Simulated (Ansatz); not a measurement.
Isolated molecules relaxed with PBE0-D4/def2-TZVP in Ansatz; ΔE leaves out vibrations. CCSD(T)/CBS adds triple-zeta CCSD(T) − MP2 to the extrapolated MP2 energy (def2 sets, frozen cores). This one scheme is used for every species. Functionals use def2-TZVPP. B3LYP here is the variant with VWN-RPA as its local correlation; programs differ in this. One conformer a species, not always the lowest.

Consider the ligand exchange at the Si–C bond: `CC[Si]C` + CH₃SH → `C[Si]SC` + `CC`.

```csv
level,ΔE (kJ/mol),difference from CCSD(T)/CBS
r2SCAN-D4,-150.9,-10.0
ωB97X-V,-137.5,3.4
B2PLYP,-145.8,-4.9
PBE,-151.1,-10.2
r2SCAN,-151.3,-10.4
PBE0,-147.5,-6.6
B3LYP,-146.2,-5.3
HF/def2-TZVPP,-136.8,4.1
CCSD(T)/def2-TZVPP,-137.6,3.3
MP2/def2-QZVPP,-146.2,-5.3
CCSD(T)/CBS,-140.9,0
```

Largest T1 diagnostic among the species: 0.014.

From PBE to PBE0 (25 % exact exchange), in def2-TZVPP and without D4, ΔE moves by +3.6 kJ/mol.
